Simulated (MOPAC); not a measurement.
MOPAC input (AM1):

```
AM1 PRECISE GNORM=0.05 LET XYZ UHF MS=0.5 GEO-OK AUX(PRECISION=9) THREADS=1
C2H8BN2

C     1.97518500 1    0.44431700 1   -0.48896200 1
C     1.04352900 1   -0.45606700 1    0.22657700 1
B    -0.52149700 1   -0.10149400 1    0.11799600 1
N    -1.44833000 1   -0.93857800 1    0.78867000 1
N    -0.94471800 1    1.01827100 1   -0.63006900 1
H     2.22845000 1    0.27816800 1   -1.52737300 1
H     2.36373600 1    1.33740500 1   -0.01835800 1
H     1.28651300 1   -0.48081300 1    1.29624800 1
H     1.15818600 1   -1.48556300 1   -0.13514400 1
H    -2.44392500 1   -0.79993300 1    0.78060700 1
H    -1.16144900 1   -1.73806800 1    1.32414400 1
H    -1.90252800 1    1.30129100 1   -0.74286200 1
H    -0.28243800 1    1.60763600 1   -1.10314100 1
```

Output:

```
 *******************************************************************************
 **                                                                           **
 **                              MOPAC v23.2.5                                **
 **                                                                           **
 *******************************************************************************
 ** MOPAC's Digital Object Identifier: https://doi.org/10.5281/zenodo.6511958 **
 **                                                                           **
 ** Please cite the open-source release paper for use of this MOPAC version:  **
 ** J. E. Moussa and J. J. P. Stewart (2026)                                  **
 ** MOPAC: An open-source semiempirical molecular orbital program             **
 ** J. Open Source Softw., 11(119), 8025, https://doi.org/10.21105/joss.08025 **
 *******************************************************************************

                              AM1 CALCULATION RESULTS

 *******************************************************************************
 *  AM1        - The AM1 Hamiltonian to be used
 *  GEO-OK     - OVERRIDE INTERATOMIC DISTANCE AND OTHER SAFETY CHECKS
 *  UHF        - UNRESTRICTED HARTREE-FOCK CALCULATION
 *  MS=        - IN MECI, MAGNETIC COMPONENT OF SPIN =  0.5
 *  LET        - OVERRIDE SOME SAFETY CHECKS
 *  PRECISE    - TIGHTER CRITERIA TO BE USED
 *  XYZ        - CARTESIAN COORDINATE SYSTEM TO BE USED
 *  GNORM      - EXIT WHEN GRADIENT NORM DROPS BELOW 0.050
 *  AUX        - OUTPUT AUXILIARY INFORMATION
 *******************************************************************************
AM1 PRECISE GNORM=0.05 LET XYZ UHF MS=0.5 GEO-OK AUX(PRECISION=9) THREADS=1
 C2H8BN2

   ATOM   CHEMICAL          X               Y               Z
  NUMBER   SYMBOL      (ANGSTROMS)     (ANGSTROMS)     (ANGSTROMS)

     1       C          1.97518500  *   0.44431700  *  -0.48896200  *
     2       C          1.04352900  *  -0.45606700  *   0.22657700  *
     3       B         -0.52149700  *  -0.10149400  *   0.11799600  *
     4       N         -1.44833000  *  -0.93857800  *   0.78867000  *
     5       N         -0.94471800  *   1.01827100  *  -0.63006900  *
     6       H          2.22845000  *   0.27816800  *  -1.52737300  *
     7       H          2.36373600  *   1.33740500  *  -0.01835800  *
     8       H          1.28651300  *  -0.48081300  *   1.29624800  *
     9       H          1.15818600  *  -1.48556300  *  -0.13514400  *
    10       H         -2.44392500  *  -0.79993300  *   0.78060700  *
    11       H         -1.16144900  *  -1.73806800  *   1.32414400  *
    12       H         -1.90252800  *   1.30129100  *  -0.74286200  *
    13       H         -0.28243800  *   1.60763600  *  -1.10314100  *

          CARTESIAN COORDINATES

    NO.       ATOM           X           Y           Z

     1         C          1.9752      0.4443     -0.4890
     2         C          1.0435     -0.4561      0.2266
     3         B         -0.5215     -0.1015      0.1180
     4         N         -1.4483     -0.9386      0.7887
     5         N         -0.9447      1.0183     -0.6301
     6         H          2.2285      0.2782     -1.5274
     7         H          2.3637      1.3374     -0.0184
     8         H          1.2865     -0.4808      1.2962
     9         H          1.1582     -1.4856     -0.1351
    10         H         -2.4439     -0.7999      0.7806
    11         H         -1.1614     -1.7381      1.3241
    12         H         -1.9025      1.3013     -0.7429
    13         H         -0.2824      1.6076     -1.1031

  H: (AM1): M.J.S. DEWAR ET AL, J. AM. CHEM. SOC. 107 3902-3909 (1985)
  B: (AM1): M.J.S. DEWAR ET AL, ORGANOMETALLICS, 7, 513-521 (1988)
  C: (AM1): M.J.S. DEWAR ET AL, J. AM. CHEM. SOC. 107 3902-3909 (1985)
  N: (AM1): M.J.S. DEWAR ET AL, J. AM. CHEM. SOC. 107 3902-3909 (1985)

           Empirical Formula: C2 H8 N2 B  =    13 atoms

      MOLECULAR POINT GROUP   :   Cs

          UHF CALCULATION, NO. OF ALPHA ELECTRONS =   15
                           NO. OF BETA  ELECTRONS =   14

          Geometry optimization using EF

          DIAGONAL MATRIX USED AS START HESSIAN

 CYCLE:     1  GRAD.:    77.719 HEAT: -39.58504
 CYCLE:     2  GRAD.:   296.903 HEAT: -26.31190
 CYCLE:     3  GRAD.:   204.381 HEAT: -29.73442
 CYCLE:     4  GRAD.:   125.817 HEAT: -39.88092
 CYCLE:     5  GRAD.:   316.609 HEAT: -20.50010
 CYCLE:     6  GRAD.:   184.907 HEAT: -36.31439
 CYCLE:     7  GRAD.:   387.028 HEAT: -8.676324
 CYCLE:     8  GRAD.:   311.350 HEAT: -18.20547
 CYCLE:     9  GRAD.:   255.690 HEAT: -24.91429
 CYCLE:    10  GRAD.:   353.004 HEAT: -4.650503
 CYCLE:    11  GRAD.:   264.344 HEAT: -23.84513
 CYCLE:    12  GRAD.:   315.310 HEAT: -18.42072
 CYCLE:    13  GRAD.:   221.303 HEAT: -27.69868
 CYCLE:    14  GRAD.:   266.617 HEAT: -26.40830
 CYCLE:    15  GRAD.:   260.445 HEAT: -24.91267
 CYCLE:    16  GRAD.:   469.301 HEAT: -5.322587
 CYCLE:    17  GRAD.:   210.941 HEAT: -25.98626
 CYCLE:    18  GRAD.:   198.508 HEAT: -32.53105
 CYCLE:    19  GRAD.:   113.316 HEAT: -41.12523
 CYCLE:    20  GRAD.:    78.870 HEAT: -42.70962
 CYCLE:    21  GRAD.:    18.979 HEAT: -44.45474
 CYCLE:    22  GRAD.:    20.205 HEAT: -44.39976
 CYCLE:    23  GRAD.:    32.218 HEAT: -44.29417
 CYCLE:    24  GRAD.:    37.862 HEAT: -43.97046
 CYCLE:    25  GRAD.:    12.248 HEAT: -44.51676
 CYCLE:    26  GRAD.:     8.027 HEAT: -44.54600
 CYCLE:    27  GRAD.:    13.164 HEAT: -44.51700
 CYCLE:    28  GRAD.:     7.045 HEAT: -44.54655
 CYCLE:    29  GRAD.:     2.840 HEAT: -44.56270
 CYCLE:    30  GRAD.:     1.221 HEAT: -44.56731
 CYCLE:    31  GRAD.:     0.623 HEAT: -44.56790
 CYCLE:    32  GRAD.:     0.289 HEAT: -44.56821
 CYCLE:    33  GRAD.:     0.443 HEAT: -44.56871
 CYCLE:    34  GRAD.:     0.285 HEAT: -44.56896
 CYCLE:    35  GRAD.:     0.150 HEAT: -44.56902
 CYCLE:    36  GRAD.:     0.067 HEAT: -44.56905
 CYCLE:    37  GRAD.:     0.081 HEAT: -44.56906
 CYCLE:    38  GRAD.:     0.041 HEAT: -44.56907

     GRADIENT =  0.04097 IS LESS THAN CUTOFF =  0.05000

 -------------------------------------------------------------------------------
 AM1 PRECISE GNORM=0.05 LET XYZ UHF MS=0.5 GEO-OK AUX(PRECISION=9) THREADS=1
 C2H8BN2

     GEOMETRY OPTIMISED USING EIGENVECTOR FOLLOWING (EF).
     SCF FIELD WAS ACHIEVED

                              AM1 CALCULATION
                                                       MOPAC v23.2.5 Linux

          FINAL HEAT OF FORMATION =        -44.56907 KCAL/MOL =    -186.47698 KJ/MOL

          COSMO AREA              =        119.72 SQUARE ANGSTROMS
          COSMO VOLUME            =        105.29 CUBIC ANGSTROMS

          GRADIENT NORM           =          0.04097          =       0.01136 PER ATOM
          IONIZATION POTENTIAL    =          8.759805 EV
          ALPHA SOMO LUMO (EV)    =         -8.760  3.040
          BETA  SOMO LUMO (EV)    =         -9.458  1.441
          NO. OF ALPHA ELECTRONS  =         15
          NO. OF BETA  ELECTRONS  =         14
          MOLECULAR WEIGHT        =         70.9086         POINT GROUP:  Cs

          MOLECULAR DIMENSIONS (Angstroms)

            Atom       Atom       Distance
            H    10    H     7     5.21085
            H    12    H     9     3.82846
            H     8    H     6     2.53690

          SCF CALCULATIONS        =         39

   ATOM   CHEMICAL          X               Y               Z
  NUMBER   SYMBOL      (ANGSTROMS)     (ANGSTROMS)     (ANGSTROMS)

     1       C          1.90853182  *   0.44739845  *  -0.48514319  *
     2       C          1.01612205  *  -0.45248367  *   0.22652298  *
     3       B         -0.52755622  *  -0.09504582  *   0.11398943  *
     4       N         -1.41343609  *  -0.93162317  *   0.78063016  *
     5       N         -0.91071365  *   1.00878425  *  -0.62641920  *
     6       H          2.17546649  *   0.26080868  *  -1.52561361  *
     7       H          2.31262292  *   1.33419295  *   0.00365249  *
     8       H          1.24055350  *  -0.45246618  *   1.32184717  *
     9       H          1.10727904  *  -1.49591715  *  -0.16470981  *
    10       H         -2.38268670  *  -0.79195217  *   0.76953901  *
    11       H         -1.05645295  *  -1.69242449  *   1.28270701  *
    12       H         -1.84634579  *   1.27914417  *  -0.73235977  *
    13       H         -0.21618763  *   1.54405103  *  -1.06445108  *

                             CARTESIAN COORDINATES

   1    C        1.908531823     0.447398453    -0.485143195
   2    C        1.016122045    -0.452483671     0.226522976
   3    B       -0.527556215    -0.095045822     0.113989428
   4    N       -1.413436091    -0.931623172     0.780630164
   5    N       -0.910713649     1.008784249    -0.626419203
   6    H        2.175466486     0.260808676    -1.525613607
   7    H        2.312622924     1.334192951     0.003652493
   8    H        1.240553500    -0.452466176     1.321847169
   9    H        1.107279040    -1.495917146    -0.164709811
  10    H       -2.382686701    -0.791952171     0.769539005
  11    H       -1.056452954    -1.692424492     1.282707013
  12    H       -1.846345785     1.279144171    -0.732359768
  13    H       -0.216187631     1.544051034    -1.064451076

           Empirical Formula: C2 H8 N2 B  =    13 atoms

      MOLECULAR POINT GROUP   :   Cs

          ALPHA EIGENVALUES
 -35.37141 -32.30872 -31.72440 -23.33890 -19.20943 -17.33289 -16.79656 -15.24571
 -14.68487 -13.10163 -12.24326 -12.15101 -11.09308  -9.45350  -8.75980   3.03990
   3.57703   4.36055   4.58602   4.66028   4.88746   5.22247   5.54776   5.67338
   6.34329   6.65614   8.11264   8.54466

           BETA EIGENVALUES
 -35.24843 -32.19565 -31.21424 -22.48036 -19.11629 -17.26984 -16.75363 -15.06486
 -14.66545 -12.86504 -12.14246 -11.66991 -11.05601  -9.45825   1.44096   3.13890
   3.64007   4.52645   4.76647   5.01529   5.13129   5.49982   5.86656   5.90670
   6.35528   6.67088   8.11650   8.59734

              NET ATOMIC CHARGES AND DIPOLE CONTRIBUTIONS

  ATOM NO.   TYPE          CHARGE      No. of ELECS.   s-Pop       p-Pop
    1          C          -0.268460        4.2685     1.27915     2.98931
    2          C          -0.197231        4.1972     1.21263     2.98460
    3          B           0.175049        2.8250     1.09710     1.72785
    4          N          -0.445202        5.4452     1.43744     4.00776
    5          N          -0.434386        5.4344     1.43707     3.99732
    6          H           0.104876        0.8951     0.89512
    7          H           0.104877        0.8951     0.89512
    8          H           0.085158        0.9148     0.91484
    9          H           0.085156        0.9148     0.91484
   10          H           0.191732        0.8083     0.80827
   11          H           0.201856        0.7981     0.79814
   12          H           0.188741        0.8113     0.81126
   13          H           0.207834        0.7922     0.79217
 DIPOLE           X         Y         Z       TOTAL
 POINT-CHG.    -0.832    -0.003     0.077     0.835
 HYBRID        -0.288     0.056    -0.014     0.293
 SUM           -1.119     0.052     0.063     1.122

          ATOMIC ORBITAL ELECTRON POPULATIONS

     Atom    s        px        py        pz
    1  C   1.27915   0.99930   0.99625   0.99377
    2  C   1.21263   1.00550   0.98661   0.99249
    3  B   1.09710   0.66919   0.56850   0.49016
    4  N   1.43744   1.09406   1.33744   1.57626
    5  N   1.43707   1.08650   1.34040   1.57041
    6  H   0.89512
    7  H   0.89512
    8  H   0.91484
    9  H   0.91484
   10  H   0.80827
   11  H   0.79814
   12  H   0.81126
   13  H   0.79217

                    (SZ)    =    0.500000
                    (S**2)  =    0.761813

          ATOMIC ORBITAL SPIN POPULATIONS

    Atom   Total    s     px     py     pz
         Atomic
    1  C  1.1060  0.061  0.596  0.310  0.139
    2  C -0.1003 -0.010 -0.039 -0.029 -0.022
    3  B  0.0583  0.023  0.030  0.003  0.002
    4  N  0.0030  0.001  0.001  0.001  0.000
    5  N  0.0034  0.000  0.000  0.002  0.001
    6  H -0.0577 -0.058
    7  H -0.0577 -0.058
    8  H  0.0210  0.021
    9  H  0.0210  0.021
   10  H  0.0031  0.003
   11  H -0.0002 -0.000
   12  H  0.0008  0.001
   13  H -0.0008 -0.001

 **********************
 *                    *
 * JOB ENDED NORMALLY *
 *                    *
 **********************

 == MOPAC DONE ==
```

The geometry given is a B3LYP-D3(BJ)/def2-TZVP minimum.
